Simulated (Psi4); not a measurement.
CH$_{3}$O, doublet, geometry from GFN2-xTB, with bond 5-1 at 1.6 times its length. Base run: R2SCAN/pcseg-1 (Psi4).

Geometry (Å):
```xyz
5

C      0.6856     0.0251    -0.0333
O     -0.6713    -0.1219    -0.0054
H     -1.0982     0.7392    -0.0588
H      1.1282     0.9746     0.2025
H      1.5514    -1.4378     0.1789
```
Charge 0, spin multiplicity 2.
Orbitals are unrestricted.
All else is at Psi4's defaults (density fitting).
Base energy -114.87707 Eh.

Variants of this job, named by their change:

```json
[
 {"change": "base", "ΔE vs base (mEh)": "0.000", "SCF cycles": "11", "grid points": "109660", "basis functions": "43"},
 {"change": "cholesky_tolerance = 1e-6 (with scf_type cd)", "ΔE vs base (mEh)": "0.080", "SCF cycles": "11", "grid points": "109660", "basis functions": "43"},
 {"change": "scf_type = dfdirj+link", "ΔE vs base (mEh)": "0.000", "SCF cycles": "11", "grid points": "109660", "basis functions": "43"},
 {"change": "damping_percentage = 50", "ΔE vs base (mEh)": "-0.001", "SCF cycles": "57", "grid points": "109660", "basis functions": "43"},
 {"change": "d_convergence = 1e-4", "ΔE vs base (mEh)": "0.000", "SCF cycles": "11", "grid points": "109660", "basis functions": "43"},
 {"change": "dft_spherical_points = 590", "ΔE vs base (mEh)": "0.000", "SCF cycles": "11", "grid points": "214133", "basis functions": "43"},
 {"change": "e_convergence = 1e-4", "ΔE vs base (mEh)": "0.000", "SCF cycles": "11", "grid points": "109660", "basis functions": "43"},
 {"change": "guess = sapgau", "ΔE vs base (mEh)": "0.000", "SCF cycles": "12", "grid points": "109660", "basis functions": "43"},
 {"change": "dft_spherical_points = 110", "ΔE vs base (mEh)": "-0.025", "SCF cycles": "11", "grid points": "39995", "basis functions": "43"},
 {"change": "scf_initial_accelerator = ediis", "ΔE vs base (mEh)": "0.000", "SCF cycles": "11", "grid points": "109660", "basis functions": "43"},
 {"change": "basis_guess = true", "ΔE vs base (mEh)": "0.000", "SCF cycles": "10", "grid points": "109660", "basis functions": "43"},
 {"change": "scf_type = direct", "ΔE vs base (mEh)": "0.083", "SCF cycles": "13", "grid points": "109660", "basis functions": "43"},
 {"change": "cholesky_tolerance = 1e-3 (with scf_type cd)", "ΔE vs base (mEh)": "-1.913", "SCF cycles": "11", "grid points": "109660", "basis functions": "43"}
]
```

Open shells are given as the SCF converged; they aren't shown to be the lowest states, and a large step between rows can be another state.
